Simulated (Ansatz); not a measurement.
`[NH2][Ta]([F])([F])=[S]` + H–F → `[F][Ta]([F])([F])=[S]` + NH₃  (ligand exchange at a Ta–N bond)

Computed with Ansatz on PBE0-D4/def2-TZVP structures; ΔE is electronic, products minus reactants. CCSD(T)/CBS is the MP2 limit (def2-TZVPP, def2-QZVPP) plus CCSD(T) − MP2 in def2-TZVPP, frozen cores. This one scheme is used for every species. DFT in def2-TZVPP. B3LYP here is the variant with VWN-RPA as its local correlation; programs differ in this. HSE06 is defined as in plane-wave codes. def2 core potentials past Kr. For Ta outer-core shells are correlated without core-valence functions, which leaves a few kJ/mol of doubt a bond. Each species was taken in one conformer, which may not be the lowest.

| level | ΔE (kJ/mol) | difference from CCSD(T)/CBS |
| --- | --- | --- |
| LDA (SPW92) | -60.4 | -4.3 |
| PBE-D4 | -68.0 | -11.9 |
| revPBE-D4 | -67.8 | -11.7 |
| BLYP-D4 | -71.7 | -15.6 |
| r2SCAN-D4 | -73.0 | -16.9 |
| B97M-V | -79.4 | -23.3 |
| PBE0-D4 | -62.7 | -6.6 |
| r2SCANh-D4 | -70.0 | -13.9 |
| HSE06-D4 | -62.5 | -6.4 |
| BHLYP-D4 | -64.6 | -8.5 |
| CAM-B3LYP-D4 | -70.1 | -14.0 |
| ωB97X-V | -70.9 | -14.8 |
| ωB97M-V | -67.9 | -11.8 |
| B2PLYP | -68.3 | -12.2 |
| PBE-QIDH | -59.9 | -3.8 |
| PBE | -71.6 | -15.5 |
| revPBE | -75.2 | -19.1 |
| BLYP | -79.0 | -22.9 |
| r2SCAN | -74.0 | -17.9 |
| PBE0 | -65.9 | -9.8 |
| B3LYP | -73.4 | -17.3 |
| r2SCANh | -71.1 | -15.0 |
| r2SCAN0 | -67.2 | -11.1 |
| HSE06 | -65.6 | -9.5 |
| BHLYP | -69.9 | -13.8 |
| CAM-B3LYP | -73.5 | -17.4 |
| LC-ωPBE | -72.7 | -16.6 |
| RPA@PBE/def2-TZVPP | -61.4 | -5.3 |
| HF/def2-SVP | -67.9 | -11.8 |
| MP2/def2-SVP | -63.9 | -7.8 |
| CCSD(T)/def2-SVP | -65.8 | -9.7 |
| HF/def2-TZVPP | -71.6 | -15.5 |
| MP2/def2-TZVPP | -54.4 | 1.7 |
| SCS-MP2/def2-TZVPP | -59.9 | -3.8 |
| CCSD/def2-TZVPP | -59.2 | -3.1 |
| CCSD(T)/def2-TZVPP | -58.6 | -2.5 |
| HF/def2-QZVPP | -73.5 | -17.4 |
| MP2/def2-QZVPP | -53.6 | 2.5 |
| SCS-MP2/def2-QZVPP | -59.1 | -3.0 |
| CCSD/CBS(def2) | -56.6 | -0.5 |
| CCSD(T)/CBS | -56.1 | 0 |

Largest T1 diagnostic among the species: 0.020, so the coupled-cluster value is less sure than usual.

From r2SCAN to r2SCAN0 (25 % exact exchange), in def2-TZVPP and without D4, ΔE moves by +6.8 kJ/mol. Leaving LDA and LC-ωPBE aside and taking each functional with its dispersion term where it has one, the values spread over 19.4 kJ/mol, from B97M-V to PBE-QIDH. LDA lies +11.3 kJ/mol from PBE without D4. In def2-TZVPP, CCSD(T) changes the Hartree–Fock value by +12.9 kJ/mol (the triples alone add +0.6 kJ/mol) and MP2 by +17.2 kJ/mol.

CCSD(T)/CBS has its own doubt, a few kJ/mol and more with outer-core shells, so smaller differences from it don't rank the levels.
